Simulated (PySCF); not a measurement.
## Ionisation energy of Se⁺ by level of theory

Se⁺ [Ar] 3d10 4s2 4p3 (4S) → Se²⁺ [Ar] 3d10 4s2 4p2 (3P), as a difference of total energies. Computed with PySCF 2.14 in x2c-TZVPPall, with scalar relativity by spin-free X2C-1e. Correlated levels: valence: [Ar] 3d10 frozen; valence and next inner shell: [Ne] frozen. The calculations carry no spin-orbit coupling.

```csv
method,ionisation energy (eV)
UHF,20.850
LDA,21.478
PBE,21.316
PBE0,21.409
r2SCAN,21.591
MN15,21.436
PW91,21.385
wB97X,21.153
M06-L,21.092
ROHF,20.943
MP2 (valence),21.352
SCS-MP2 (valence),21.203
MP2 (valence and next inner shell),21.431
SCS-MP2 (valence and next inner shell),21.254
```

A first-order spin-orbit estimate (lowest level to lowest level, LS coupling) adds -0.296 eV.

Errors of the correlated levels include the incompleteness of this basis and the frozen core.

Question: Which method comes closest to the reference value, and which is furthest?

Answer: The reference is 21.196 ± 0.01 eV (measured; NIST Atomic Spectra Database, ionization energies). Closest: LDA (error -0.014 eV); furthest: UHF (error -0.642 eV), both after the spin-orbit estimate.
